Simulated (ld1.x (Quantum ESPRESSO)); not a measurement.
**An all-electron radial function and its pseudo partner (silicon)**

Columns: radius, all-electron u(r) and pseudo u(r) of the 3p shell (level -4.08 eV) of silicon in the configuration [Ne] 3s2 3p2; PBE, scalar-relativistic, TM scheme, ld1.x (Quantum ESPRESSO) 7.5.

| r (bohr) | all-electron | pseudo |
| --- | --- | --- |
| 0.098 | 0.0985 | -0.0035 |
| 0.196 | 0.2107 | -0.0138 |
| 0.294 | 0.2573 | -0.0309 |
| 0.392 | 0.2439 | -0.0542 |
| 0.490 | 0.1904 | -0.0835 |
| 0.588 | 0.1143 | -0.1180 |
| 0.686 | 0.0282 | -0.1571 |
| 0.784 | -0.0601 | -0.1999 |
| 0.882 | -0.1454 | -0.2454 |
| 0.980 | -0.2250 | -0.2926 |
| 1.078 | -0.2972 | -0.3402 |
| 1.176 | -0.3614 | -0.3871 |
| 1.274 | -0.4177 | -0.4319 |
| 1.372 | -0.4665 | -0.4735 |
| 1.470 | -0.5079 | -0.5108 |
| 1.568 | -0.5421 | -0.5430 |
| 1.666 | -0.5695 | -0.5697 |
| 1.764 | -0.5906 | -0.5907 |
| 1.862 | -0.6061 | -0.6061 |
| 1.960 | -0.6165 | -0.6165 |
| 2.058 | -0.6222 | -0.6222 |
| 2.156 | -0.6240 | -0.6240 |
| 2.254 | -0.6223 | -0.6223 |
| 2.352 | -0.6176 | -0.6176 |
| 2.450 | -0.6104 | -0.6104 |
| 2.548 | -0.6011 | -0.6011 |

Task: How many radial nodes do the two functions have?

Result: The all-electron 3p function has n − l − 1 = 1; the pseudo-wave has 0, since the states of the same l below it are removed with the core.

Task: At about which radius was the pseudo-wave matched?

Result: 1.96 bohr. The columns agree to 0.0005 from 1.67 bohr on; several derivatives are matched, so the curves merge somewhat inside the radius.

Task: Where does each function peak?

Result: Outermost all-electron maximum near 2.16 bohr, pseudo maximum near 2.16 bohr (to the table’s step).

Task: Is the pseudo-wave norm-conserving?

Result: Yes: the TM scheme keeps the norm inside the radius equal to the all-electron one, which fixes the energy derivative of the logarithmic derivative at the level.
